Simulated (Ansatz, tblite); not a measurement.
Cost and result up the ladder for the cluster B₆N (7 atoms). The state is a doublet with charge 0. Geometry: B3LYP-D4/def2-SVP.

```xyz
7

N    -0.722    0.839   -1.784
B     0.698    0.033    2.036
B     0.196    0.919    0.907
B     0.074   -1.395   -0.300
B     0.555   -1.216    1.161
B    -0.353    1.250   -0.564
B    -0.447   -0.430   -1.456
```

Ansatz on 4 threads of Arm Neoverse V1 on a shared host; xTB runs through tblite on one thread. Times are rough, summed over both states, and most runs start from the orbitals of an earlier one. No level here is sound enough to serve as a yardstick. The other state is a singlet.

The xTB rows come from tblite. Another isomer (doublet) lies 0.19 eV lower at PBE0-D4/def2-TZVP; other spin states weren't run for this one.

Raw xTB energies of ions are shifted by several eV, and xTB has no spin-polarisation term.

| level | functions | wall time |
| --- | --- | --- |
| GFN1-xTB | 28 | 0.006 s |
| GFN2-xTB | 28 | 0.01 s |
| PBE-D4/def2-TZVP | 217 | 5.2 s |
| PBE0-D4/def2-TZVP | 217 | 8.7 s |
| ωB97X-V/def2-TZVP | 217 | 35 s |

Task: Estimate what each level gives for the vertical IE (eV).

Result: 
| level | vertical IE (eV) | remarks |
| --- | --- | --- |
| GFN1-xTB | 12.22 | – |
| GFN2-xTB | 10.94 | – |
| PBE-D4/def2-TZVP | 7.74 | restricted SCF unstable in HF (+1 singlet) |
| PBE0-D4/def2-TZVP | 7.76 | restricted SCF unstable in HF (+1 singlet) |
| ωB97X-V/def2-TZVP | 7.65 | restricted SCF unstable in HF (+1 singlet) |
